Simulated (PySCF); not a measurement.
# Structure revision by computed shifts

A compound C6H11PSi gives the data below (simulated from a calculation) and was assigned the structure `[SiH3]CP1C=CCC=C1`.

$^{13}$C{$^{1}$H} NMR (computed): δ 133.7 (CH, 2C), 128.3 (CH, 2C), 32.4 (CH2), -8.4 (CH3).

$^{1}$H NMR (300 MHz, computed): δ 6.20 (m, 2H), 6.10 (m, 2H), 4.24 (m, 2H), 3.13 (m, 2H), 0.30 (m, 3H).

Calculated, not measured (PySCF 2.14.0 with density-fitted response routines): structure optimised with GFN2-xTB, shielding tensors at PBE0/pcSseg-1 (GIAO). One conformer, in vacuum, averaged over atoms made equivalent by symmetry, fast rotation or ring inversion, relativity neglected.

Referencing at the same level of theory: $^{1}$H (σref 31.72), $^{13}$C (σref 186.93) vs TMS.

Question: Compare with the shifts computed for the proposed structure, pairing carbons in order of shift.

Answer: Numbering as in the mapped SMILES `[SiH3:1][CH2:2][P:3]1[CH:4]=[CH:5][CH2:6][CH:7]=[CH:8]1`. Hydrogens are named by the atom that carries them.

```tsv
atom	computed for proposal	given list	difference
C5	136.9	133.7	+3.2
C7	136.9	133.7	+3.2
C4	136.9	128.3	+8.6
C8	136.9	128.3	+8.6
C6	33.1	32.4	+0.7
C2	4.2	-8.4	+12.6
```

The rms difference is 7.4 ppm and the largest +12.6 ppm at C2 (sp3 CH2 bonded to P and Si). The carbon types in order of shift don't match either: CH, CH, CH, CH, CH2, CH2 for the proposal against CH, CH, CH, CH, CH2, CH3 in the data. The proposal doesn't fit.

Question: Which isomer fits?

Answer: SMILES C[SiH2]P1C=CCC=C1.

- δC 133.7, 128.3: alkene CH; the olefinic region.
- δC -8.4: methyl carbon bonded to Si; an electropositive neighbour leaves it electron-rich and shielded.
- δH 6.20, 6.10: hydrogen on an alkene CH; attached to an sp2 carbon and in the plane of the double bond.
- δH 3.13: hydrogen on an allylic sp3 CH2; allylic position.

Other isomers checked: Cc1[pH]cc([SiH3])c1C (rms 21.1 ppm); Cc1cc([SiH3])c(C)[pH]1 (rms 23.6 ppm).

This is the structure that produced the data.

Splittings by $^{31}$P in the carbon and heteronuclear signals aren't shown, as no couplings were computed. Shifts are as computed. Against solution values, carbons near 30 ppm lie about +3 ppm off and those near 130 ppm about +5 ppm. Of 1211 compounds with measured shifts, 218 miss one by over three times the rms of a fit or turn the order of signals round; such compounds aren't used in these exercises. No couplings were computed; multiplicities are counted from neighbouring protons, with m where these are inequivalent, close in shift, in a saturated or five-membered ring or joined by F or P, and br s for small geminal =CH2 splittings.
